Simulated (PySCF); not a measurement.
C⁺: ionisation energy

C⁺ [He] 2s2 2p1 (2P) → C²⁺ [He] 2s2 (1S), as a difference of total energies. All numbers are calculated (PySCF 2.14, the spin-free X2C one-electron Hamiltonian (Gaussian nucleus), in jorge-DZP-DKH (4s2p1d, 15 functions)). Correlated levels: valence: 1s2 frozen. The calculations carry no spin-orbit coupling.

```tsv
method	ionisation energy (eV)
UHF	24.157
PBE	24.824
M06-2X	24.447
CCSD (valence)	24.036
CCSD(T) (valence)	24.053
```

**Question.** Estimate what MP2 (valence) gives.

**Answer.** 24.217 eV, closest to UHF among the rows shown.

**Question.** Estimate what SCS-MP2 (valence) gives.

**Answer.** 24.172 eV, closest to UHF among the rows shown.

Errors of the correlated levels include the incompleteness of this basis and the frozen core.

The coupled-cluster amplitudes are large for C²⁺ (T1 above 0.03 or a double amplitude above 0.15), so a single reference is strained.

For comparison: 24.378 eV (measured; NIST levels, between the centres of gravity of the two terms).
